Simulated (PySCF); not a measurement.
## Removing an electron from `N#C[SiH2]C=O`

Compound: C₂H₃NOSi.
Cartesian coordinates in Å at the PBE0-D3(BJ)/def2-SVP level; atoms count from 1:
```
atom  x, y, z in Å
N1     2.4050    0.6116   -1.3223
C2     1.5540    0.0987   -0.7242
Si3    0.1413   -0.6396    0.2282
C4    -1.3053    0.6449    0.2592
O5    -2.3162    0.3661    0.8488
H6    -0.3021   -1.8806   -0.4597
H7     0.5982   -0.9179    1.6146
H8    -1.1934    1.6307   -0.2678
```

Level: B3LYP/def2-SVPD (PySCF). Frontier orbitals with their largest atomic shares (Löwdin; up to four atoms above 4 %):

```json
{"orbital": "HOMO−3", "ε (eV)": "-10.46", "main atoms": "N1 71 %, C2 20 %, Si3 5 %"}
{"orbital": "HOMO−2", "ε (eV)": "-10.14", "main atoms": "N1 50 %, C2 40 %, Si3 5 %"}
{"orbital": "HOMO−1", "ε (eV)": "-9.87", "main atoms": "N1 39 %, C2 32 %, Si3 12 %, H7 8 %"}
{"orbital": "HOMO", "ε (eV)": "-7.68", "main atoms": "?"}
{"orbital": "LUMO", "ε (eV)": "-2.77", "main atoms": "C4 39 %, O5 31 %, Si3 14 %, H8 5 %"}
{"orbital": "LUMO+1", "ε (eV)": "-1.29", "main atoms": "N1 28 %, C2 28 %, Si3 24 %, C4 7 %"}
{"orbital": "LUMO+2", "ε (eV)": "-0.85", "main atoms": "N1 33 %, C2 32 %, Si3 17 %, C4 5 %"}
```

Task: What vertical ionisation energy does ΔSCF give, and how far is −ε(HOMO) from it?

Result: ΔSCF: 10.21 eV (986 kJ/mol; threshold wavelength 121 nm); ⟨S²⟩ of the doublet left behind is 0.757, against 0.75 for a pure doublet. −ε(HOMO) is 7.68 eV, 2.53 eV below it. In exact Kohn–Sham theory the two would be equal; B3LYP (global hybrid, 20 % exact exchange) falls short of its own ΔSCF value by 25 %.

Task: On which atoms does the HOMO lie?

Result: O5 (carbonyl oxygen) 52 %, C4 (carbonyl carbon) 20 %, Si3 (SiH2 silicon) 11 %, H8 (formyl hydrogen) 10 %. The HOMO−1 lies 2.19 eV lower.

Task: And the vertical electron affinity, the fundamental gap, Mulliken's electronegativity and the hardness (with the factor ½)?

Result: EA = 0.56 eV by ΔSCF (−ε(LUMO) = 2.77 eV). IE − EA = 9.65 eV against an orbital gap of 4.91 eV; (IE + EA)/2 = 5.39 eV; (IE − EA)/2 = 4.83 eV.

Task: What kinetic energy would electrons from this vertical process carry with He I light (21.218 eV)?

Result: 21.22 − 10.21 = 11.01 eV.

Task: Shift the occupied levels rigidly so that −ε(HOMO) equals the ΔSCF value. What binding energies result?

Result: The shift is +2.53 eV: HOMO 10.21, HOMO−1 12.40, HOMO−2 12.67, HOMO−3 12.99 eV. A rigid shift is only a rough guide to the deeper ionisations.

Task: The lowest singlet excitation (vertical TDDFT, same level) lies at 3.22 eV. How far is it below IE − EA?

Result: IE − EA = 9.65 eV, so by 6.43 eV.

Task: With α = 58.0 au, estimate the like-pair dispersion coefficient by London's formula C6 = (3/4)α²I.

Result: I = 0.3754 Eh, so C6 ≈ 945 au, a rough estimate.

The structure is a single PBE0-D3(BJ)/def2-SVP conformer in the gas phase; no vibrational or solvent corrections.
